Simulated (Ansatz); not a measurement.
`OC1(F)BC1`, 9 atoms. Charge 0, multiplicity 1. All runs use 2 threads of an AMD EPYC 7R32 on a shared host. Correlated methods freeze the cores.

Give the basis size and wall time and peak host memory of each of these runs in Ansatz. RKS PBE0-D4/def2-SVP energy; RHF-CCSD(T)/def2-TZVPP energy; RKS PBE0-D4/def2-TZVP frequencies; RKS LC-ωPBE/def2-TZVPP energy; RKS ωB97M-V/def2-QZVPP energy; RKS B2PLYP (frozen core)/def2-TZVPP energy; RKS PBE0-D4/def2-TZVP relaxation (7 steps); RKS PBE0-D4/def2-QZVPP energy; RHF-CCSD(T)/def2-SVP energy; RKS ωB97M-V/def2-SVP energy; direct RPA on PBE orbitals/def2-TZVPP energy; RKS r2SCAN-D4/def2-TZVPP energy and forces. (An estimate is asked.)

Ansatz gave: Other jobs shared the machine, so times are rough.

```tsv
level	job	functions	wall time	peak host memory (GiB)
RKS PBE0-D4/def2-SVP	energy	90	1.1 s	0.42
RKS LC-ωPBE/def2-TZVPP	energy	211	2.8 s	0.42
RKS ωB97M-V/def2-SVP	energy	90	3.6 s	0.42
RKS r2SCAN-D4/def2-TZVPP	energy and forces	211	4.7 s	0.25
RHF-CCSD(T)/def2-SVP	energy	90	4.9 s	0.42
direct RPA on PBE orbitals/def2-TZVPP	energy	211	6 s	0.45
RKS PBE0-D4/def2-QZVPP	energy	405	8 s	0.98
RKS B2PLYP (frozen core)/def2-TZVPP	energy	211	8.5 s	0.49
RKS ωB97M-V/def2-QZVPP	energy	405	18 s	1.2
RKS PBE0-D4/def2-TZVP	relaxation (7 steps)	179	26 s	0.39
RHF-CCSD(T)/def2-TZVPP	energy	211	100 s	3.2
RKS PBE0-D4/def2-TZVP	frequencies	179	2.1 min	0.42
```

LC-ωPBE has ω = 0.4 bohr⁻¹.
